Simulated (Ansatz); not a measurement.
`C[O][Sn]([F])([F])[F]` + HBr → `[F][Sn]([F])([F])[Br]` + CH₃OH  (ligand exchange at the Sn–O bond)

Isolated molecules relaxed with PBE0-D4/def2-TZVP in Ansatz; ΔE leaves out vibrations. CBS: MP2 limit from def2 TZ/QZ plus the TZ coupled-cluster correction, frozen cores. This one scheme is used for every species. Functionals use def2-TZVPP. B3LYP here is the variant with VWN-RPA as its local correlation; programs differ in this. HSE06 is defined as in plane-wave codes. Elements past krypton have def2 core potentials. For Br, Sn outer-core shells are correlated without core-valence functions, which leaves a few kJ/mol of doubt a bond. Scalar relativity is left out up to krypton. Each species was taken in one conformer, which may not be the lowest.

CCSD(T)/CBS gives -75.0 kJ/mol.

Another level gave -76.7 kJ/mol. Which?
A. BLYP-D4/def2-TZVPP
B. HSE06-D4/def2-TZVPP
C. RPA@PBE/def2-TZVPP
D. B3LYP-D4/def2-TZVPP

D. B3LYP-D4 -76.7, HSE06-D4 -83.6, BLYP-D4 -70.8, RPA@PBE/def2-TZVPP -63.5 kJ/mol.

What do rigid-rotor, harmonic-oscillator terms from PBE0-D4/def2-TZVP frequencies (298.15 K, 1 bar) make of the CCSD(T)/CBS value? (An estimate is asked.)

Ansatz gave: ΔZPE = +11.9 kJ/mol, ΔH = -65.3 kJ/mol, ΔS = -6 J/(mol·K), ΔG = -63.7 kJ/mol. Modes under 50 cm⁻¹ make the entropy rough.

Largest T1 diagnostic among the species: 0.015.

From BLYP to BHLYP (50 % exact exchange), in def2-TZVPP and without D4, ΔE moves by −9.2 kJ/mol. At CCSD(T), def2-SVP lies +6.3 kJ/mol from the extrapolated value and def2-TZVPP +6.2 kJ/mol.
